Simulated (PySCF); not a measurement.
1-bromo-2-chloroethane, C2H4BrCl, SMILES ClCCBr, point group Cs.

Force field and properties: B3LYP/pcSseg-1 (PySCF, grid level 2). Vibrational terms come from second-order perturbation theory with semi-diagonal cubic constants, by steps of ±0.6 along the normal coordinates of each isotopologue. The parent has the commonest isotopes.

Equilibrium geometry (Å):

| atom | x | y | z |
| --- | --- | --- | --- |
| Cl1 | 1.7756 | -1.3007 | -0.2452 |
| C2 | 0.7083 | 0.1765 | -0.2527 |
| C3 | -0.6737 | -0.2012 | 0.2281 |
| Br4 | -1.8299 | 1.3987 | 0.2197 |
| H5 | 1.1798 | 0.9113 | 0.4007 |
| H6 | 0.6945 | 0.5522 | -1.2763 |
| H7 | -0.6662 | -0.5695 | 1.2535 |
| H8 | -1.1521 | -0.9296 | -0.4259 |

**Question.** Give the equilibrium and ground-state rotational constants (MHz) of parent; ²H at 7; ³⁷Cl at 1.

**Answer.** 
| species | Ae | Be | Ce | A0 | B0 | C0 | Δ0 (u Å²) | harmonic ZPE (cm⁻¹) |
| --- | --- | --- | --- | --- | --- | --- | --- | --- |
| parent | 28727 | 961.14 | 941.13 | 28340 | 955.51 | 935.44 | -6.483 | 12571 |
| ²H at 7 | 25376 | 959.58 | 938.01 | 25060 | 954.07 | 932.44 | -7.882 | 11840 |
| ³⁷Cl at 1 | 28722 | 930.78 | 912 | 28334 | 925.36 | 906.51 | -6.484 | 12566 |

Δ0 = Ic − Ia − Ib from the ground-state constants.

**Question.** How is the parent's vibrational correction B0 − Be made up?

**Answer.** 
```json
{"axis": "a", "harmonic": "79", "Coriolis": "-79.3", "cubic": "-387", "total (MHz)": "-387"}
{"axis": "b", "harmonic": "0.476", "Coriolis": "-0.176", "cubic": "-5.92", "total (MHz)": "-5.62"}
{"axis": "c", "harmonic": "0.364", "Coriolis": "-0.081", "cubic": "-5.97", "total (MHz)": "-5.69"}
```

**Question.** And its quartic centrifugal distortion constants from the harmonic force field?

**Answer.** Asymmetric top, A reduction, Ir representation: ΔJ = 0.064 kHz, ΔJK = -1.41 kHz, ΔK = 119 kHz, δJ = 0.00181 kHz, δK = 0.289 kHz.

**Question.** Which nuclear quadrupole couplings χaa, χbb, χcc (MHz) does the parent show, at equilibrium and averaged?

**Answer.** 35Cl at 1: -65.8, 25.0, 40.9 and -65.4, 24.7, 40.7; 79Br at 4: 500.2, -191.1, -309.1 and 498.2, -189.3, -308.9.

A mode lies under 250 cm⁻¹, where this perturbation treatment is rough. Internal rotors are held in one well.
